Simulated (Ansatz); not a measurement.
Total energies of the cluster InO₂H (the lowest singlet isomer of a short search) from Ansatz at PBE-D4/def2-TZVPD, gas phase (1 Eh = 27.2114 eV = 2625.5 kJ/mol). The reference geometry is relaxed at PBE0-D4/def2-TZVP.

| atom | x (Å) | y (Å) | z (Å) |
| --- | --- | --- | --- |
| In1 | -1.4041 | 1.1756 | 0.1814 |
| O2 | 0.5693 | -0.3247 | 0.4538 |
| O3 | -0.4994 | -0.5992 | -0.5077 |
| H4 | 1.3341 | -0.2517 | -0.1275 |

| state | geometry | energy (Eh) |
| --- | --- | --- |
| charge 0 singlet | reference | -341.05696 |
| charge -1 doublet | reference | -341.05712 |
| charge -1 doublet | relaxed at PBE0-D4/def2-TZVPD | -341.06850 |
| free In atom (doublet) | – | -190.11743 |
| free O atom (triplet) | – | -75.01069 |
| free H atom (doublet) | – | -0.49962 |

In the def2 sets In takes a core potential; there is no spin–orbit coupling. The structure holds one bond between oxygen atoms, so isomers without such links may lie far lower.

(1) Work out the vertical electron affinity, to the doublet.

(2) How much does the charge -1 doublet relax, and what is the adiabatic electron affinity?

(3) What is the binding energy per atom against free atoms?

(1) E(charge 0 singlet) − E(charge -1 doublet) = -341.05696 − (-341.05712) = 0.00016 Eh = 0.00 eV; so near zero that its sign isn't settled.

(2) Relaxation: -341.05712 − (-341.06850) = 0.01138 Eh = 0.31 eV. Adiabatic electron affinity: 0.01154 Eh = 0.31 eV, without zero-point energy. 

(3) Atoms: 1 × (-190.11743) + 2 × (-75.01069) + 1 × (-0.49962) = -340.63843 Eh. Binding: -340.63843 − (-341.05696) = 0.41853 Eh = 11.39 eV, or 2.85 eV for each of 4 atoms (no zero-point energy, no counterpoise term).

At PBE-D4/def2-TZVPD the highest occupied level of the charge -1 doublet lies above zero (up to 1.95 eV). Energy differences put its binding near zero (0.00 eV; vertical, to the charge 0 singlet, at PBE-D4/def2-TZVPD), which leaves it undecided. At PBE-D4/def2-TZVPD the highest occupied level of the relaxed charge -1 doublet lies above zero (up to 1.50 eV). By energy differences its removal costs 0.31 eV (each at its own geometry, to the charge 0 singlet, at PBE-D4/def2-TZVPD); the vertical value is larger still, so the positive level points to self-interaction error. 

The structure comes from a short search, and lower isomers may exist.
